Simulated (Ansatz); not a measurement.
Gas-phase electronic energies from Ansatz, PBE0-D4/def2-TZVP geometries. CBS: MP2 limit from def2 TZ/QZ plus the TZ coupled-cluster correction, frozen cores. This one scheme is used for every species. DFT in def2-TZVPP. One conformer a species, not always the lowest.

`N[SiH2][AlH2]` + `BO` → `BO[SiH2]N` + `[AlH3]`  (cleavage of the Si–Al bond)

`N[SiH2][AlH2]`:

```xyz
9

N     1.292    0.061    1.065
Si   -0.121   -0.680    0.395
Al   -1.100    0.812   -1.294
H     1.912    0.574    0.460
H     1.812   -0.405    1.793
H    -1.073   -0.933    1.517
H     0.107   -2.038   -0.209
H    -2.586    0.602   -1.819
H    -0.243    2.007   -1.907
```

`BO`:

```xyz
5

B     0.260   -0.026    0.330
O    -0.417   -0.474   -0.746
H     0.948   -0.819    0.903
H     0.163    1.119    0.682
H    -0.953    0.201   -1.170
```

`BO[SiH2]N`:

Cartesian coordinates in Å:
```
B 0.217 -1.188 1.659
O -0.460 -0.318 0.889
Si 0.045 0.814 -0.223
N -0.426 0.480 -1.821
H 1.420 -1.231 1.609
H -0.407 -1.912 2.384
H 1.526 0.858 -0.174
H -0.600 2.079 0.192
H -1.374 0.614 -2.132
H 0.060 -0.197 -2.384
```

`[AlH3]`:

```xyz
4

Al    0.000    0.000    0.000
H    -1.308    0.449    0.776
H     1.134    1.060   -0.322
H     0.174   -1.509   -0.454
```

CCSD(T)/CBS gives -1.15 eV.

Task: Another level gave -1.22 eV. Which?
A. r2SCANh-D4/def2-TZVPP
B. revPBE-D4/def2-TZVPP
C. LC-ωPBE/def2-TZVPP
D. CAM-B3LYP/def2-TZVPP

Result: D. CAM-B3LYP -1.22, LC-ωPBE -1.06, r2SCANh-D4 -1.11, revPBE-D4 -0.90 eV.

Largest T1 diagnostic among the species: 0.014.

From BLYP to BHLYP (50 % exact exchange), in def2-TZVPP and without D4, ΔE moves by −0.18 eV. At CCSD(T), def2-SVP lies +0.09 eV from the extrapolated value and def2-TZVPP +0.01 eV.
